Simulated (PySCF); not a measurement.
Be(Et)(SMe), SMILES C[CH2][Be][S]C (C₃H₈BeS) (PBE0/def2-SVP optimised geometry):

```
13

Be    -0.036    -0.292     0.000
C      1.648    -0.292     0.000
C      2.360    -1.022     1.145
H      1.985     0.763    -0.038
H      1.978    -0.712    -0.972
H      2.095    -2.091     1.177
H      2.095    -0.601     2.128
H      3.458    -0.967     1.060
S     -1.947    -0.305    -0.048
C     -2.363     1.168     0.962
H     -2.004     1.068     1.995
H     -3.458     1.237     0.981
H     -1.966     2.091     0.518
```

Level of theory: PBE0/def2-TZVP (PySCF).

**Question.** What are the frontier orbital energies and the dipole moment?

**Answer.** HOMO-2 -8.35 eV, HOMO-1 -7.70 eV, HOMO -6.91 eV, LUMO -0.58 eV, LUMO+1 -0.01 eV; dipole moment 1.46 D.

Meta-Löwdin charges at PBE0/def2-TZVP: Be1 1.19, C2 -0.80, C3 -0.33, H4 0.11, H5 0.11, H6 0.11, H7 0.11, H8 0.11, S9 -0.61, C10 -0.39, H11 0.13, H12 0.14, H13 0.13.
